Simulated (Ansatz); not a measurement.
CH8BClSi2 can be A, `CB[SiH]([SiH3])Cl`, or B, `BC([SiH3])[SiH2]Cl`.

Calculated with Ansatz (gas phase, PBE0-D4/def2-TZVP geometries, no zero-point term in ΔE). CCSD(T)/CBS adds triple-zeta CCSD(T) − MP2 to the extrapolated MP2 energy (def2 sets, frozen cores). Functionals use def2-TZVPP. B3LYP here is the variant with VWN-RPA as its local correlation; programs differ in this. One conformer a species, not always the lowest.

Problem. Which isomer does CCSD(T)/CBS put lower? Give the gap. (Estimate.)

Solution. Ansatz gave: B, by 43.3 kJ/mol.

Problem. Give E(B) − E(A) in kJ/mol with B3LYP-D4, B3LYP, PBE0-D4, MP2/def2-TZVPP, CCSD/def2-TZVPP, B2PLYP, PBE-D4. (An estimate is asked.)

Solution. Ansatz gave: B3LYP-D4 -31.5, B3LYP -26.1, PBE0-D4 -25.9, MP2/def2-TZVPP -58.0, CCSD/def2-TZVPP -42.8, B2PLYP -38.3, PBE-D4 -17.8. None reverses the order clearly.

Largest T1 diagnostic: 0.012.

The D4 term adds −5.5 kJ/mol with B3LYP and −2.6 kJ/mol with PBE0; it sums over pairs of atoms, weighted by their polarisabilities, and B3LYP, whose exchange is more repulsive, gets the larger term. From PBE to PBE0 (25 % exact exchange), in def2-TZVPP and without D4, E(B) − E(A) moves by −8.9 kJ/mol.
